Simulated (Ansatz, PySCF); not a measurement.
This PySCF input computes a BLYP/def2-TZVPD energy:

```python
from pyscf import gto, scf, dft

mol = gto.M(
    atom='''
    C    -1.84654988    0.17801064    0.27515393
    C    -0.50047735   -0.03177211   -0.19799215
    O    -0.20916285   -0.37836689   -1.32634448
    O     0.42080695    0.20361409    0.76904635
    C     1.78530811    0.01618117    0.37533574
    H    -2.66019230    0.01830819   -0.41477663
    H    -2.03765266    0.48653027    1.29178543
    H     2.04276713    0.68685391   -0.44432986
    H     2.37891561    0.24357599    1.25638025
    H     1.95332415   -1.01176415    0.05434072
    ''',
    basis='def2-tzvpd',
    charge=0,
    spin=1,
    verbose=4,
)

mf = dft.UKS(mol, xc='blyp').density_fit(auxbasis='def2-universal-jkfit')
mf.grids.level = 3
mf.conv_tol = 1e-9
mf.max_cycle = 100
mf.max_memory = 1500
mf.kernel()
if not mf.converged:
    mf = mf.newton()
    mf.kernel(mf.make_rdm1())
for _ in range(2):
    mo, _, stable, _ = mf.stability(return_status=True)
    if stable:
        break
    mf.kernel(mf.make_rdm1(mo, mf.mo_occ))
mf.analyze()
```

Write an input for the same energy in Ansatz (a first-principles code) and say what it gives.


Ansatz 0.2 input:
```yaml
crystal:
  periodic: [false, false, false]
  atoms:
    - {symbol: C, position_ang: [-1.84654988, 0.17801064, 0.27515393]}
    - {symbol: C, position_ang: [-0.50047735, -0.03177211, -0.19799215]}
    - {symbol: O, position_ang: [-0.20916285, -0.37836689, -1.32634448]}
    - {symbol: O, position_ang: [0.42080695, 0.20361409, 0.76904635]}
    - {symbol: C, position_ang: [1.78530811, 0.01618117, 0.37533574]}
    - {symbol: H, position_ang: [-2.66019230, 0.01830819, -0.41477663]}
    - {symbol: H, position_ang: [-2.03765266, 0.48653027, 1.29178543]}
    - {symbol: H, position_ang: [2.04276713, 0.68685391, -0.44432986]}
    - {symbol: H, position_ang: [2.37891561, 0.24357599, 1.25638025]}
    - {symbol: H, position_ang: [1.95332415, -1.01176415, 0.05434072]}
basis:
  gaussian:
    orbitals: def2-TZVPD
hamiltonian:
  xc: {name: BLYP}
magnetization: {spin_polarized: true, initial_magnetization: 1}
output: {forces: true}
```
It gives -267.76332 Eh, and PySCF -267.76346 Eh, a difference of 0.14 mEh, from the treatment of integrals and grids.

It need not be the lowest isomer of its formula.
